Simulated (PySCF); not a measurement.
Planning a shielding job on `[SiH3]CC#CCCl`.

Method: GIAO PBE0/pcSseg-1 NMR shielding, non-relativistic, gas phase (PySCF 2.14.0, density-fitted response routines). Geometry: GFN2-xTB. Work: shieldings, charges and field gradients, density fitting. The input is one job of a driver script: a line of settings, then coordinates in Å.

Command:
```bash
OMP_NUM_THREADS=1 python probes_run.py task.json out
```

Input:
```
{"job": {"kind": "nmr", "xc": "PBE0", "basis": "pcSseg-1"}, "charge": 0, "multiplicity": 1}
Si    -2.094096     0.927134     0.787198
C     -1.328673    -0.717685     0.168704
C      0.099939    -0.606642     0.049841
C      1.293701    -0.524129    -0.052548
C      2.717055    -0.348012    -0.150845
Cl     3.180455     1.333065     0.336657
H     -1.540336     1.243447     2.102305
H     -1.789204     1.982521    -0.176634
H     -3.541725     0.717794     0.876579
H     -1.749393    -0.983016    -0.803774
H     -1.568490    -1.525203     0.864009
H      3.065914    -0.477157    -1.176418
H      3.250466    -1.021630     0.521422
```

Hardware: an Arm Neoverse V1 with one thread, shared host with 64 logical CPUs at a one-minute load of 12. PySCF's memory limit was set to 1040 MB.

**Question.** How large is the basis?

**Answer.** 151 functions for 62 electrons, with 828 fitting functions; the fitted three-index integrals, 828 × 151 × 152/2 numbers of 8 bytes, come to 72 MiB.

**Question.** Estimate the wall time.

**Answer.** About 14 s. The SCF took 14 cycles.

**Question.** Estimate the peak memory.

**Answer.** About 0.71 GiB. Peak memory is the resident size of the whole Python process, interpreter and libraries included.

**Question.** At this speed, how long would 500 such jobs take on 32 cores, one job a core?

**Answer.** 500/32 gives 16 rounds of 14 s, about 3.7 min of wall time and 1.9 core-hours, if the jobs don't slow each other.

The SCF part of the output:
```
coarse grid: 11936 points
cycle   1  E = -905.6693290435  dE =  5.481e-01  |g| = 3.701e-01  |ddm| = 3.696e+00
cycle   2  E = -905.6702080480  dE = -8.790e-04  |g| = 3.753e-01  |ddm| = 1.020e+00
cycle   3  E = -905.7033504111  dE = -3.314e-02  |g| = 1.004e-01  |ddm| = 4.755e-01
cycle   4  E = -905.7051250540  dE = -1.775e-03  |g| = 5.561e-02  |ddm| = 1.146e-01
cycle   5  E = -905.7058596519  dE = -7.346e-04  |g| = 8.746e-03  |ddm| = 4.724e-02
cycle   6  E = -905.7058760570  dE = -1.641e-05  |g| = 2.317e-03  |ddm| = 8.785e-03
cycle   7  E = -905.7058773873  dE = -1.330e-06  |g| = 6.805e-04  |ddm| = 4.023e-03
final grid: 106112 points
cycle   8  E = -905.7406848387  dE = -2.284e-05  |g| = 6.173e-03  |ddm| = 4.273e-02
cycle   9  E = -905.7406823871  dE =  2.452e-06  |g| = 6.686e-03  |ddm| = 1.395e-02
cycle  10  E = -905.7406940126  dE = -1.163e-05  |g| = 7.947e-04  |ddm| = 7.408e-03
cycle  11  E = -905.7406941279  dE = -1.153e-07  |g| = 2.441e-04  |ddm| = 1.057e-03
cycle  12  E = -905.7406941393  dE = -1.138e-08  |g| = 1.164e-04  |ddm| = 2.741e-04
cycle  13  E = -905.7406941425  dE = -3.186e-09  |g| = 2.392e-05  |ddm| = 1.107e-04
cycle  14  E = -905.7406941426  dE = -1.432e-10  |g| = 4.445e-06  |ddm| = 2.683e-05
converged SCF energy = -905.7406941426
```

On the final grid dE counts from the start density on that grid.

Times come from a shared host and carry two figures at best.
